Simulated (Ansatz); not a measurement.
The same path of CH4BBrFN (9 atoms, charge 0, multiplicity 1) was run twice with different band settings. Lost on the way: B1–Br2, N3–H5. Made: Br2–H5.

Level of theory: Ansatz 0.2.0, RKS PBE0/def2-SVP.

Relaxed end points:

```xyz
9
Properties=species:S:1:pos:R:3
B 0.015 -1.305 -0.247
Br 1.072 -2.659 -1.135
N 0.423 0.022 -0.253
C -0.274 1.122 0.371
H 1.284 0.258 -0.731
F -1.105 -1.683 0.362
H 0.342 1.611 1.143
H -1.186 0.746 0.854
H -0.571 1.888 -0.364
```

```xyz
9
Properties=species:S:1:pos:R:3
B -0.965 -1.357 0.351
Br 2.294 -0.965 -1.591
N -0.524 -0.193 0.289
C -0.197 1.177 0.334
H 1.091 -0.786 -0.812
F -1.389 -2.577 0.393
H 0.768 1.344 0.840
H -0.964 1.752 0.878
H -0.115 1.604 -0.680
```

Common settings: climbing image yes; spring 5.0 eV/Å²; optimiser quadratic models (default); start path through a guess of the saddle point; force threshold 0.03 eV/Å; end points relaxed.

| run | movable images | iteration limit |
| --- | --- | --- |
| 1 | 9 | 56 |
| 2 | 1 | 60 |

Task: What does each run give, and how far can it be trusted?

Result: Run 1: converged after 10 iterations, highest image 3.054 eV above the first end. A vibrational analysis at the climbing image gives one clearly imaginary mode, 916i cm⁻¹: a first-order saddle point.
Run 2: converged after 21 iterations, highest image 3.054 eV above the first end. Neighbouring images differ by up to 3.1 eV, so the band resolves the path poorly. Another band between the same ends (9 images) ends at a top of the same energy, where a vibrational analysis finds 1 clearly imaginary mode. So few images can step over the top or miss a turn of the path.
The orbitals stay closed-shell, which can raise the energy where a bond breaks towards radicals; this wasn't checked here.
